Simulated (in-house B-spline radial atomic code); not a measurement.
**RPA and G0W0 on TPSS: O⁺**

Configuration [He] 2s2 2p3, highest spin, mean-field start TPSS. Computed with a B-spline radial code for spherical atoms: all electrons, scalar-relativistic (spin-free one-electron X2C), finite nucleus, each spin shell either full or empty, empty states to l = 9 with an (l + 1/2)⁻⁴ tail; G0W0 by contour deformation at full frequency.

Command:
```bash
python run_gw.py task.json out
```
Settings (radii: box in bohr, nucleus in fm):
```
Z                        8
electrons                7
configuration            [He] 2s2 2p3
hamiltonian              x2c
method                   tpss,tpss
lmax                     9
rms_radius               2.6991
spin_polarised           True
box_radius               23.78
intervals                72
```

Time taken, with all properties: 1.8 s on 1 thread of Arm Neoverse N1, with other jobs on the host.

Energies (hartree):

| term | value |
| --- | --- |
| mean-field total | -74.64718 |
| Hartree-Fock functional on these orbitals | -74.42677 |
| direct second order | -0.40501 |
| second-order exchange | 0.18913 |
| SOSEX correction | 0.16455 |

Task: What is the RPA correlation energy, and what remains with SOSEX?

Result: RPA gives -0.34432 hartree (-1.34 eV per electron); RPA + SOSEX gives -0.17977, and the second-order doubles -0.21588 hartree (no singles). SOSEX takes back 48 % of the RPA value.

Quasi-particle levels (eV):

```
  level  occupied  mean field  Σx - vxc     Σc  QP weight     G0W0
  2p up       yes     -26.628     -9.58      ?          ?        ?
2s down       yes      -35.88     -6.10  -1.18      0.904   -43.16
2p down        no     -20.004     10.31  -4.11      0.915  -13.808
```

G0W0 = mean field + (Σx - vxc) + Σc, with Σc (partial-wave tail included) taken at the quasi-particle energy. Levels of low weight are left out.

Task: Where does G0W0 put 2p up?

Result: At -34.48 eV, with Σc = 1.73 eV and a quasi-particle weight of 0.893. The tabulated removal energy is 35.121 eV (NIST, measured).
